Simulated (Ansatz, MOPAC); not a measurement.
Species: HSiO, charge 1, multiplicity 1. SMILES of the parent species: O=[SiH]

Atoms: O1, Si2, H3. Bonds: O1-Si2, Si2-H3.

Bond lengths (Å) and angles (degrees) optimised at AM1 with MOPAC; MNDO with MOPAC; HF/3-21G with Ansatz (a quantum-chemistry and plane-wave program), each started from the B3LYP-D3(BJ)/def2-TZVP structure (Ansatz) of the last column. A row stands for all coordinates that are equal there. No wavenumbers were computed at MNDO, so these may be saddle points.

| coordinate | AM1 | MNDO | HF/3-21G | B3LYP-D3(BJ)/def2-TZVP |
|---|---|---|---|---|
| O1-Si2 | 1.535 | 1.441 | 1.520 | 1.489 |
| Si2-H3 | 1.422 | 1.368 | 1.460 | 1.481 |
| O1-Si2-H3 | 180.0 | 180.0 | 180.0 | 180.0 |

Mean signed difference of all 2 bond lengths from B3LYP-D3(BJ)/def2-TZVP: AM1 -0.007 Å, MNDO -0.080 Å, HF/3-21G 0.005 Å.
